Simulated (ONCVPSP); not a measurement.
PBE ONCV dataset for zinc, scalar-relativistic all-electron reference.

Input for ONCVPSP 4.0.1:

```
# ATOM AND REFERENCE CONFIGURATION
# atsym  z   nc   nv     iexc    psfile
  Zn 30.00    3    5        4      upf
#
#   n    l    f
    1    0    2.00
    2    0    2.00
    2    1    6.00
    3    0    2.00
    3    1    6.00
    3    2   10.00
    4    0    1.00
    4    1    1.00
#
# PSEUDOPOTENTIAL AND OPTIMIZATION
# lmax
    2
#
#   l,   rc,      ep,       ncon, nbas, qcut
    0    1.00    0.00    3    6   12.00
    1    1.15    0.00    4    8   15.00
    2    1.00    0.00    5   10   19.00
#
# LOCAL POTENTIAL
# lloc, lpopt,  rc(5),   dvloc0
    4    4    0.75    2.00
#
# VANDERBILT-KLEINMAN-BYLANDER PROJECTORs
# l, nproj, debl
    0    2    3.30
    1    2    2.10
    2    1    1.60
#
# MODEL CORE CHARGE
# icmod, fcfact, rcfact
    3    5.25    1.10
#
# LOG DERIVATIVE ANALYSIS
# epsh1, epsh2, depsh
   -6.00    5.00    0.04
#
# OUTPUT GRID
# rlmax, drl
    6.00    0.01
#
# TEST CONFIGURATIONS
# ncnf
    4
# nvcnf
#   n    l    f
    5
    3    0    2.00
    3    1    6.00
    3    2   10.00
    4    0    2.00
    4    1    0.00
#
    5
    3    0    2.00
    3    1    6.00
    3    2   10.00
    4    0    1.00
    4    1    0.00
#
    5
    3    0    2.00
    3    1    6.00
    3    2   10.00
    4    0    0.00
    4    1    0.00
#
    5
    3    0    1.00
    3    1    6.00
    3    2   10.00
    4    0    2.00
    4    1    0.00
#
```

Command:

```bash
oncvpsp.x < Zn.dat > Zn.out
```

Output (shortened: citation, most of the input echo, consistency checks and plot data are left out):

```
ONCVPSP  (Optimized Norm-Conservinng Vanderbilt PSeudopotential)
scalar-relativistic version 4.0.1

#   n    l    f        energy (Ha)
    1    0    2.00    -3.5014717E+02
    2    0    2.00    -4.2646294E+01
    2    1    6.00    -3.6976010E+01
    3    0    2.00    -4.8317274E+00
    3    1    6.00    -3.1477520E+00
    3    2   10.00    -4.5364362E-01
    4    0    1.00    -2.7200652E-01
    4    1    1.00    -7.7203441E-02

Reference configufation results
  iterations    35
  all-electron total energy (Ha)   -1.79583182D+03

Begin loop to  construct optimized pseudo wave functions
and semi-local pseudopoentials for all angular momenta

Calculating optimized projector #   1

 for l=   0

    Fraction of norm inside rc  0.891331
    Optimizing pswf for qcut=  12.00 a_B^-1,  ecut=  72.06 Ha
    Residual kinetic energy error=  7.89D-06 Ha

    Energy error per electron        Cutoff
         Ha          eV             Ha
         0.01000     0.27211       40.94
         0.00100     0.02721       52.57
         0.00010     0.00272       61.47
         0.00001     0.00027       70.81

Calculating optimized projector #   2

 for l=   0

    Fraction of norm inside rc  0.029449
    Optimizing pswf for qcut=  12.00 a_B^-1,  ecut=  72.06 Ha
    Residual kinetic energy error=  1.41D-06 Ha

    Energy error per electron        Cutoff
         Ha          eV             Ha
         0.01000     0.27211       25.71
         0.00100     0.02721       44.27
         0.00010     0.00272       56.25
         0.00001     0.00027       65.14

Calculating optimized projector #   1

 for l=   1

    Fraction of norm inside rc  0.919504
    Optimizing pswf for qcut=  15.00 a_B^-1,  ecut= 112.53 Ha
    Residual kinetic energy error=  8.17D-09 Ha

    Energy error per electron        Cutoff
         Ha          eV             Ha
         0.01000     0.27211       42.58
         0.00100     0.02721       55.50
         0.00010     0.00272       67.05
         0.00001     0.00027       78.19

Calculating optimized projector #   2

 for l=   1

    Fraction of norm inside rc  0.013538
    Optimizing pswf for qcut=  15.00 a_B^-1,  ecut= 112.53 Ha
    Residual kinetic energy error=  8.39D-11 Ha

    Energy error per electron        Cutoff
         Ha          eV             Ha
         0.01000     0.27211       22.96
         0.00100     0.02721       36.53
         0.00010     0.00272       49.05
         0.00001     0.00027       60.79

Calculating optimized projector #   1

 for l=   2

    Fraction of norm inside rc  0.678126
    Optimizing pswf for qcut=  19.01 a_B^-1,  ecut= 180.64 Ha
    Residual kinetic energy error=  3.45D-07 Ha

    Energy error per electron        Cutoff
         Ha          eV             Ha
         0.01000     0.27211      102.14
         0.00100     0.02721      123.27
         0.00010     0.00272      140.67
         0.00001     0.00027      154.86

Construct Vanderbilt / Kleinmman-Bylander projectors

B matrix Hermiticity error, ll=   0
   1   2    5.9959E-04

  Orthonormal projector coefficients  1.5705E+01  2.5026E+00

B matrix Hermiticity error, ll=   1
   1   2    2.2173E-04

  Orthonormal projector coefficients  1.1818E+00 -9.0568E-01

Model core correction analysis
  based on d2Exc/dn_idn_j

d2excae - all-electron derivatives

   -4.415994D-02   -4.102289D-02   -3.024267D-02   -2.011661D-03
   -6.988132D-04
   -4.102305D-02   -3.950728D-02   -2.986762D-02   -2.405285D-03
   -7.986731D-04
   -3.024301D-02   -2.986782D-02   -2.778299D-02   -6.735490D-03
   -2.557463D-03
   -2.011447D-03   -2.404878D-03   -6.734250D-03   -3.477902D-02
   -2.528900D-02
   -6.987942D-04   -7.985987D-04   -2.556288D-03   -2.528083D-02
   -3.070239D-02

d2excps - pseudofunction derivatives with no core correction

   -4.577389D-02   -4.190050D-02   -3.339552D-02   -2.207729D-03
   -7.510967D-04
   -4.190069D-02   -4.012703D-02   -3.302156D-02   -2.486471D-03
   -8.257741D-04
   -3.339599D-02   -3.302170D-02   -2.962510D-02   -6.880647D-03
   -2.625392D-03
   -2.207246D-03   -2.486062D-03   -6.879409D-03   -3.479257D-02
   -2.529132D-02
   -7.510788D-04   -8.256995D-04   -2.624218D-03   -2.528314D-02
   -3.070269D-02

rms 2nd derivative error    1.383433E-03

rmatch, rhocmatch    0.3283  103.0600

Teter function model core charge with specified parameters

d2excps - pseudofunction derivatives with core correction

   -4.186839D-02   -4.037820D-02   -3.290712D-02   -1.942690D-03
   -7.062853D-04
   -4.037824D-02   -3.944174D-02   -3.279208D-02   -2.381578D-03
   -8.050730D-04
   -3.290729D-02   -3.279221D-02   -2.955547D-02   -6.845773D-03
   -2.618022D-03
   -1.942465D-03   -2.381167D-03   -6.844536D-03   -3.477470D-02
   -2.528827D-02
   -7.062625D-04   -8.049980D-04   -2.616848D-03   -2.528009D-02
   -3.070208D-02

rms 2nd derivative error    1.273943E-03

Pseudoatom total energy -226.161310

Diagnostic tests using Vanderbilt-Kleinman-Bylander pseudopotentials
  1 or more projectors used as specified by nproj input data

   l    rcore       rmatch      e in        delta e   norm test  slope test

   0   1.0049241   1.0354358  -4.8317274   0.0000151   1.0002529   1.0002568
   0   1.0049241   1.0354358  -0.2720065   0.0000134   1.0000994   1.0000785

   1   1.1531527   1.1881649  -3.1477520   0.0000129   1.0002277   1.0002392
   1   1.1531527   1.1881649  -0.0772034   0.0000049   1.0000910   1.0000748

   2   1.0049241   1.0354358  -0.4536436  -0.0000049   0.9999998   1.0000145

 Testing for bound ghosts
   n   l    E NL Schr. Eq   E Basis Diag.   E Cutoff

   1   0       -4.831712       -4.831696    126.45
   2   0       -0.271993        0.077397    126.45

   2   1       -3.147739       -3.147721    228.54
   3   1       -0.077199        0.283686    228.54

   3   2       -0.453649       -0.441060    438.73

 Testing for highly-localized positive-energy ghosts
       l    <radius>/rc     E Basis Diag.   E Cutoff

Test configuration 0

   n   l     f        eae           eps        diff
   1   0  2.0000 -350.14717402
   2   0  2.0000  -42.64629352
   2   1  6.0000  -36.97601048
   3   0  2.0000   -4.83172740   -4.83171226    1.51D-05
   3   1  6.0000   -3.14775197   -3.14773909    1.29D-05
   3   2 10.0000   -0.45364362   -0.45364852   -4.90D-06
   4   0  1.0000   -0.27200652   -0.27199311    1.34D-05
   4   1  1.0000   -0.07720344   -0.07719852    4.92D-06

    Total energies and differences
      AE_ref= -1.79583182D+03  AE_tst= -1.79583182D+03  dif=  0.00D+00
      PS_ref= -2.26161310D+02  PS_tst= -2.26161310D+02  dif=  3.50D-12
      PSP excitation error= -3.50D-12

Test configuration 1

   n   l     f        eae           eps        diff
   1   0  2.0000 -350.06445616
   2   0  2.0000  -42.56792348
   2   1  6.0000  -36.89736575
   3   0  2.0000   -4.74920109   -4.74931815   -1.17D-04
   3   1  6.0000   -3.06498485   -3.06511242   -1.28D-04
   3   2 10.0000   -0.37265387   -0.37262065    3.32D-05
   4   0  2.0000   -0.21971926   -0.21971932   -6.19D-08

    Total energies and differences
      AE_ref= -1.79583182D+03  AE_tst= -1.79601874D+03  dif= -1.87D-01
      PS_ref= -2.26161310D+02  PS_tst= -2.26348255D+02  dif= -1.87D-01
      PSP excitation error=  1.63D-05

Test configuration 2

   n   l     f        eae           eps        diff
   1   0  2.0000 -350.42135238
   2   0  2.0000  -42.91734076
   2   1  6.0000  -37.24740084
   3   0  2.0000   -5.10449800   -5.10434238    1.56D-04
   3   1  6.0000   -3.42081080   -3.42066924    1.42D-04
   3   2 10.0000   -0.72618666   -0.72620223   -1.56D-05
   4   0  1.0000   -0.51441851   -0.51438610    3.24D-05

    Total energies and differences
      AE_ref= -1.79583182D+03  AE_tst= -1.79565534D+03  dif=  1.76D-01
      PS_ref= -2.26161310D+02  PS_tst= -2.25984829D+02  dif=  1.76D-01
      PSP excitation error= -8.57D-06

Test configuration 3

   n   l     f        eae           eps        diff
   1   0  2.0000 -350.83756540
   2   0  2.0000  -43.32207430
   2   1  6.0000  -37.65307431
   3   0  2.0000   -5.51656336   -5.51607891    4.84D-04
   3   1  6.0000   -3.83325218   -3.83275549    4.97D-04
   3   2 10.0000   -1.13393886   -1.13404512   -1.06D-04

    Total energies and differences
      AE_ref= -1.79583182D+03  AE_tst= -1.79497759D+03  dif=  8.54D-01
      PS_ref= -2.26161310D+02  PS_tst= -2.25307073D+02  dif=  8.54D-01
      PSP excitation error= -1.21D-05

Test configuration 4

   n   l     f        eae           eps        diff
   1   0  2.0000 -350.91114050
   2   0  2.0000  -43.29923897
   2   1  6.0000  -37.63825211
   3   0  1.0000   -5.42401564   -5.42780437   -3.79D-03
   3   1  6.0000   -3.73284231   -3.73390926   -1.07D-03
   3   2 10.0000   -1.00294370   -1.00511008   -2.17D-03
   4   0  2.0000   -0.58735293   -0.58722444    1.28D-04

    Total energies and differences
      AE_ref= -1.79583182D+03  AE_tst= -1.79094559D+03  dif=  4.89D+00
      PS_ref= -2.26161310D+02  PS_tst= -2.21272168D+02  dif=  4.89D+00
      PSP excitation error= -2.92D-03
```

The run took about 3.2 s on one core of a shared server CPU.
